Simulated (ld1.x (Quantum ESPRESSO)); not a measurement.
# Which change was made? (Au, TM)

ld1.x (Quantum ESPRESSO) 7.5 input, shortened:

```
&input
   title='Au', zed=79., rel=1, dft='BP', iswitch=3,
   config='[Xe] 4f14 5d10 6s0 6p0'
 /
 &inputp
   pseudotype=2, tm=.true., lloc=-1, rcloc=1.20,
   nlcc=.true., new_core_ps=.true.
 /
3
6S  1  0   0.00   0.00  1.70  1.70  0.0
6P  2  1   0.00   0.00  2.95  2.95  0.0
5D  3  2  10.00   0.00  1.55  1.55  0.0
 &test
   configts(1)='5d10 6s0 6p0'
 /
```

Cutoffs, loose and tight: the cutoffs (Ry, on a coarse ladder) from which the occupation-weighted sum of valence levels, in a spherical-Bessel basis at the reference potential, stays within 10 and 1 mRy of its value at 400 Ry. They do not see the model core or the augmentation charge, which bear on the density cutoff. Test errors are all-electron minus pseudo excitation energies from the reference, over the configurations 5d10 6s1 6p0; 5d9 6s0 6p0; 5d8 6s0 6p0; 5d10 6s0 6p1; 5d9 6s2 6p0; 5d9 6s1 6p0; 5d10 6s0.5 6p0; variants that change the core or the reference have their own tests.

The base gives: outcome: generated; cutoff, loose: 45 Ry; cutoff, tight: 70 Ry; bound ghosts: s, p; largest test error (meV): -189.

**Question.** After one change the result is: outcome: generated; cutoff, loose: 45 Ry; cutoff, tight: 70 Ry; bound ghosts: none; largest test error (meV): -246. Which change was it?
A. reference 5d10 6s0.5 6p0
B. local potential all-electron potential smoothed inside 1.95 bohr (lloc = -2)
C. local potential all-electron potential smoothed inside 2.32 bohr (lloc = -1)

**Answer.** B. The others give: local potential all-electron potential smoothed inside 2.32 bohr (lloc = -1) → outcome: generated; cutoff, loose: 45 Ry; cutoff, tight: 70 Ry; bound ghosts: s; largest test error (meV): -269 | reference 5d10 6s0.5 6p0 → outcome: generated; cutoff, loose: 45 Ry; cutoff, tight: 80 Ry; bound ghosts: s, p; largest test error (meV): -542.
